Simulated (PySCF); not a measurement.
Structure problem from calculated spectra and properties.

Formula: C4H9PSi2.

| Quantity | Value |
| --- | --- |
| Dipole | 1.04 D [B3LYP/def2-SVPD] |
| 13C NMR | chemical shifts (computed TMS as zero) by class: 149.9 (1 C), 132.2 (1 C), 92.5 (1 C), 88.8 (1 C) ppm [GIAO PBE0/pcSseg-1] |
| Polarisability | 134.9 au [B3LYP/def2-SVPD] |
| Rotational structure | rotational constants A, B, C: 2.395, 0.716, 0.612 GHz [GFN2-xTB] |
| UV, strongest line | among the 8 lowest singlet transitions: S3 at 5.37 eV (231 nm, f = 0.141) [TDDFT B3LYP/def2-SVPD] |
| 1H NMR | chemical shifts (computed TMS as zero) by class: 6.60 (1 H), 6.29 (1 H), 4.39 (2 H), 4.03 (2 H), 3.05 (1 H), 1.05 (2 H) ppm [GIAO PBE0/pcSseg-1] |
| NMR, other nuclei | isotropic shieldings of nuclei other than C and H, by class: 405 (1 Si), 443 (1 Si), 612 (1 P) ppm [GIAO PBE0/pcSseg-1] |

The electronic properties come from PySCF, for the isolated species, density fitting. Levels stand in brackets. The structure is a single GFN2-xTB conformer in the gas phase; no vibrational or solvent corrections. NMR values are class means; diastereotopic atoms form classes of their own.

Question: What is the compound? Reason from the data.

Answer: Numbering: `[CH:1]#[C:2][C:3](=[CH2:4])[SiH2:5][SiH2:6][PH2:7]`. 4 carbons fall into 4 classes; from least to most shielded: terminal =CH2 carbon [C4] (149.9 ppm), fully substituted alkene carbon [C3] (132.2 ppm), terminal alkyne carbon [C1] (92.5 ppm), alkyne carbon [C2] (88.8 ppm). Hydrogen classes from least to most shielded: 1 H on a terminal =CH2 carbon, C4 (6.60 ppm), 1 H on a terminal =CH2 carbon, C4 (6.29 ppm), 2 H on an SiH2 silicon, Si5 (4.39 ppm), 2 H on an SiH2 silicon, Si6 (4.03 ppm), 1 H on a terminal alkyne carbon, C1 (3.05 ppm), 2 H on a three-coordinate phosphorus, P7 (1.05 ppm). The other shieldings belong to: 405 ppm, SiH2 silicon [Si5]; 443 ppm, SiH2 silicon [Si6]; 612 ppm, three-coordinate phosphorus [P7]. The optimised geometry has point group C1 and is an asymmetric top. Structure: `C#CC(=C)[SiH2][SiH2]P`. Computed isomers that give other values at the same levels: `C#CC1(C)[SiH2]P[SiH2]1` (13C chemical shifts (computed TMS as zero) by class: 93.8 (1 C), 78.9 (1 C), 25.9 (1 C), 18.4 (1 C) ppm); `C=CC#C[Si@H]([SiH3])P` (13C chemical shifts (computed TMS as zero) by class: 138.5 (1 C), 124.7 (1 C), 117.9 (1 C), 100.4 (1 C) ppm); `C#C/C([SiH3])=C/[SiH2]P` (13C chemical shifts (computed TMS as zero) by class: 160.4 (1 C), 147.9 (1 C), 95.2 (1 C), 90.6 (1 C) ppm). The assignments are read from this structure; whether some other isomer fits the data as well wasn't checked.

Shape of the structure used: `[CH:1]#[C:2][C:3](=[CH2:4])[SiH2:5][SiH2:6][PH2:7]`: C2–C3–Si5–Si6 60°, C3–Si5–Si6–P7 -126°, H–P7–Si6–Si5 47°, H–P7–Si6–Si5 -46°.
